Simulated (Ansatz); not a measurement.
Reaction (ligand exchange at the Si–N bond): `C=N[SiH2]CF` + HI → `FC[SiH2]I` + `C=N`

Gas-phase electronic energies from Ansatz, PBE0-D4/def2-TZVP geometries. CCSD(T)/CBS is the MP2 limit (def2-TZVPP, def2-QZVPP) plus CCSD(T) − MP2 in def2-TZVPP, frozen cores. This one scheme is used for every species. DFT in def2-TZVPP. B3LYP here is the variant with VWN-RPA as its local correlation; programs differ in this. Elements past krypton have def2 core potentials. For I outer-core shells are correlated without core-valence functions, which leaves a few kJ/mol of doubt a bond. Each species was taken in one conformer, which may not be the lowest.

`C=N[SiH2]CF`:

Z-matrix (Å, degrees):
```
Si
N 1 1.740
C 1 1.889 2 108.1
H 1 1.486 2 108.3 3 -116.9
H 1 1.493 2 112.5 3 120.9
C 2 1.258 1 123.9 3 -115.9
F 3 1.392 1 110.3 2 67.9
H 3 1.096 1 111.1 2 -172.2
H 3 1.095 1 111.0 2 -52.0
H 6 1.096 2 120.3 1 178.4
H 6 1.102 2 124.2 1 -1.6
```

HI:

```xyz
2

I    -0.050   -0.767    0.238
H     0.050    0.767   -0.238
```

`FC[SiH2]I`:

Z-matrix (Å, degrees):
```
C
Si 1 1.891
F 1 1.384 2 111.2
H 1 1.097 2 109.5 3 -119.8
H 1 1.095 2 111.0 3 121.1
I 2 2.435 1 110.2 3 -64.4
H 2 1.484 1 108.2 3 176.9
H 2 1.481 1 110.6 3 55.4
```

`C=N`:

```xyz
5

C    -0.154    0.038    0.357
N    -0.204    0.127   -0.900
H     0.712   -0.319    0.926
H    -1.028    0.334    0.941
H     0.673   -0.179   -1.323
```

```csv
level,ΔE (kJ/mol)
r2SCAN-D4,-46.4
PBE0-D4,-51.3
ωB97M-V,-44.7
B3LYP,-41.1
HF/def2-TZVPP,-42.0
SCS-MP2/def2-TZVPP,-44.3
HF/def2-QZVPP,-41.5
MP2/CBS(def2),-55.0
```

(1) What does CCSD(T)/CBS give? (Best estimate.)

Largest T1 diagnostic among the species: 0.012.

Results:

(1) The calculation gave: -50.3 kJ/mol. The listed levels differ from it by 3.9, -1.0, 5.6, 9.2, 8.3, 6.0, 8.8, -4.7 kJ/mol.

CCSD(T)/CBS has its own doubt, a few kJ/mol and more with outer-core shells, so smaller differences from it don't rank the levels.
